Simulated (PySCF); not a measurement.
Species: C6H7FO.
SMILES: `C[C@]1(F)CC=CC1=O`

The closed-shell ground state was solved at several levels (PySCF, density fitting, gas phase, non-relativistic). Geometry: GFN2-xTB; no solvent, vibrations or thermal averaging.

| level | basis functions | total energy (Eh) | HOMO (eV) | LUMO (eV) | gap (eV) | dipole (D) |
| --- | --- | --- | --- | --- | --- | --- |
| B3LYP/pcJ-1 | 286 | -407.9134 | -7.07 | -1.99 | 5.08 | 4.36 |
| CAM-B3LYP/def2-SVPD | 222 | -407.4435 | -8.87 | -0.73 | 8.14 | 4.64 |

Problem. Estimate the row for PBE0/pcSseg-1, a basis of 171 functions; the other rows only guide the guess.

Solution. Total energy -407.4048 Eh, HOMO -7.32 eV, LUMO -1.80 eV, gap 5.52 eV, dipole 4.35 D.

Problem. Over all these levels, which gives the widest orbital gap and which the narrowest?

Solution. CAM-B3LYP/def2-SVPD (range-separated hybrid) has the widest, 8.14 eV, and B3LYP/pcJ-1 (global hybrid, 20 % exact exchange) the narrowest, 5.08 eV. Functional and basis both differ between the two, so the spread mixes both effects.

Problem. How far do the dipole and the HOMO energy spread over the levels?

Solution. The dipole runs from 4.35 to 4.64 D (mean 4.45 D) and the HOMO from -8.87 to -7.07 eV.
